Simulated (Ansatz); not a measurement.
Reaction (substitution at a C–C bond): `CC1(O)[SiH2][Se]1` + H–F → `OC1(F)[SiH2][Se]1` + CH₄

Computed with Ansatz on PBE0-D4/def2-TZVP structures; ΔE is electronic, products minus reactants. CCSD(T)/CBS adds triple-zeta CCSD(T) − MP2 to the extrapolated MP2 energy (def2 sets, frozen cores). This one scheme is used for every species. DFT in def2-TZVPP. B3LYP here is the variant with VWN-RPA as its local correlation; programs differ in this. For Se outer-core shells are correlated without core-valence functions, which leaves a few kJ/mol of doubt a bond. Scalar relativity is left out up to krypton. Each species was taken in one conformer, which may not be the lowest.

`CC1(O)[SiH2][Se]1`:

Cartesian coordinates in Å:
```
C 0.011 -0.470 1.270
C -0.063 -0.271 -0.217
O 0.212 -1.395 -0.956
Si 0.255 1.355 -1.049
Se -1.852 0.713 -0.769
H -0.706 -1.229 1.602
H -0.204 0.451 1.809
H 1.017 -0.812 1.536
H -0.298 -2.136 -0.608
H 0.776 2.465 -0.216
H 0.852 1.330 -2.402
```

H–F:

Z-matrix (Å, degrees):
```
F
H 1 0.920
```

`OC1(F)[SiH2][Se]1`:

Z-matrix (Å, degrees):
```
C
F 1 1.360
Si 1 1.856 2 120.1
O 1 1.347 2 111.3 3 151.5
Se 1 2.072 2 110.3 3 -77.0
H 3 1.480 1 118.1 2 148.6
H 3 1.479 1 117.2 2 7.0
H 4 0.966 1 109.8 2 59.3
```

CH₄:

```xyz
5

C     0.000    0.000    0.000
H     0.289    0.253   -1.020
H    -1.018    0.342    0.184
H     0.679    0.486    0.701
H     0.051   -1.080    0.135
```

CCSD(T)/CBS gives +40.3 kJ/mol.

Problem. Another level gave +34.8 kJ/mol. Which?
A. CCSD/def2-TZVPP
B. MP2/def2-TZVPP
C. B3LYP-D4/def2-TZVPP
D. PBE/def2-TZVPP

Solution. A. CCSD/def2-TZVPP 34.8, B3LYP-D4 20.6, PBE 13.7, MP2/def2-TZVPP 47.1 kJ/mol.

Largest T1 diagnostic among the species: 0.012.

The D4 term adds +9.4 kJ/mol with B3LYP and +5.2 kJ/mol with PBE0; it sums over pairs of atoms, weighted by their polarisabilities, and B3LYP, whose exchange is more repulsive, gets the larger term. From PBE to PBE0 (25 % exact exchange), in def2-TZVPP and without D4, ΔE moves by +7.9 kJ/mol.
